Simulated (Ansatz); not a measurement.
System: C3H9ClSi, net charge 0, singlet state. 
Geometry from a B3LYP-D3(BJ)/def2-TZVP (Ansatz, a first-principles code) optimisation:
```
Si
C 1 1.8663
H 2 1.0913 1 111.02
H 2 1.0913 3 108.07 1 -121.97
H 2 1.0932 3 108.13 4 -116.82
C 1 1.8663 2 111.47 3 -177.48
H 6 1.0913 1 111.02 2 177.48
H 6 1.0913 7 108.07 1 121.97
H 6 1.0932 7 108.13 8 116.82
C 1 1.8663 2 111.47 3 57.25
H 10 1.0913 1 111.02 2 -57.25
H 10 1.0913 11 108.07 1 121.97
H 10 1.0932 11 108.13 12 116.82
Cl 1 2.0919 2 107.39 3 -60.12
```
Charge 0, spin multiplicity 1.

Total electronic energies in hartree. Cores are frozen in the correlated levels unless marked. No spin-orbit coupling. No relativistic terms. CBS marks a two-point X^-3 extrapolation of the correlation energy; Hartree-Fock from the larger set.

```tsv
level	program	energy (Eh)
PBE-D4/def2-TZVPD	Ansatz + dftd4	-869.08862
PBE0/def2-TZVPD	Ansatz	-869.17122
BHLYP-D4/def2-TZVPD	Ansatz + dftd4	-869.53170
PBE-QIDH/def2-TZVPD	Ansatz	-868.98346
RPA@PBE/cc-pV(Q+d)Z	Ansatz	-868.99121
CCSD/cc-pwCVTZ	Ansatz	-868.38114
CCSD(T)/cc-pV(D+d)Z	Ansatz	-868.15327
CCSD(T)/aug-cc-pV(T+d)Z	Ansatz	-868.42541
CCSD(T)/CBS(cc-pV(T+d)Z,cc-pV(Q+d)Z)	Ansatz	-868.5218
```

Totals of different functionals don't rank their quality; only differences between species are comparable.
